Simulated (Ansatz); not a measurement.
Consider the substitution at a C–Si bond: `O[SiH2]C(F)[TeH]` + CH₃OH → `COC(F)[TeH]` + `O[SiH3]`.

Computed with Ansatz on PBE0-D4/def2-TZVP structures; ΔE is electronic, products minus reactants. CCSD(T)/CBS is the MP2 limit (def2-TZVPP, def2-QZVPP) plus CCSD(T) − MP2 in def2-TZVPP, frozen cores. This one scheme is used for every species. Functionals use def2-TZVPP. B3LYP here is the variant with VWN-RPA as its local correlation; programs differ in this. Elements past krypton have def2 core potentials. For Te outer-core shells are correlated without core-valence functions, which leaves a few kJ/mol of doubt a bond. Each species was taken in one conformer, which may not be the lowest.

```tsv
level	ΔE (kJ/mol)
B3LYP-D4	35.6
SCS-MP2/def2-TZVPP	33.6
```

Q: What does CCSD(T)/CBS give? (An estimate is asked.)

A: Computed: +42.0 kJ/mol. The listed levels differ from it by -6.4, -8.4 kJ/mol.

Largest T1 diagnostic among the species: 0.012.

In def2-TZVPP, CCSD(T) changes the Hartree–Fock value by +13.7 kJ/mol (the triples alone add +0.7 kJ/mol) and MP2 by +18.0 kJ/mol. The D4 term adds +5.6 kJ/mol with B3LYP and +2.9 kJ/mol with PBE0; it sums over pairs of atoms, weighted by their polarisabilities, and B3LYP, whose exchange is more repulsive, gets the larger term.
